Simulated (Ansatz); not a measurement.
One change: `ClBCl` becomes `[Cl][GaH][Cl]`.

Ansatz, PBE0-D4/def2-TZVP geometries, multiplicity 1. 

Scalar relativity is left out up to krypton.

```
                                                                                  property  `ClBCl`
                                                        LUMO energy (PBE0/def2-TZVPP) / eV    -1.73
                                                     HOMO energy (ωB97M-V/def2-TZVPP) / eV   -11.51
ideal-gas entropy at 298 K and 1 bar (rigid rotor, harmonic PBE0-D4/def2-TZVP) / J/(mol·K)      268
                                                       HOMO–LUMO gap (PBE/def2-TZVPP) / eV     5.14
                                                         LUMO energy (PBE/def2-TZVPP) / eV    -2.69
                                            size of the dipole moment (PBE/def2-TZVPP) / D     0.33
```

(1) What does the change do to each property? (Best estimate.)

Answers

(1) The calculation gave: 
| property | `[Cl][GaH][Cl]` | shift |
| --- | --- | --- |
| LUMO energy (PBE0/def2-TZVPP) / eV | -1.73 | 0.00 |
| HOMO energy (ωB97M-V/def2-TZVPP) / eV | -11.39 | 0.12 |
| ideal-gas entropy at 298 K and 1 bar (rigid rotor, harmonic PBE0-D4/def2-TZVP) / J/(mol·K) | 300 | 32 |
| HOMO–LUMO gap (PBE/def2-TZVPP) / eV | 5.24 | 0.10 |
| LUMO energy (PBE/def2-TZVPP) / eV | -2.51 | 0.18 |
| size of the dipole moment (PBE/def2-TZVPP) / D | 1.58 | 1.25 |

Dipoles are sizes alone; their direction can turn.
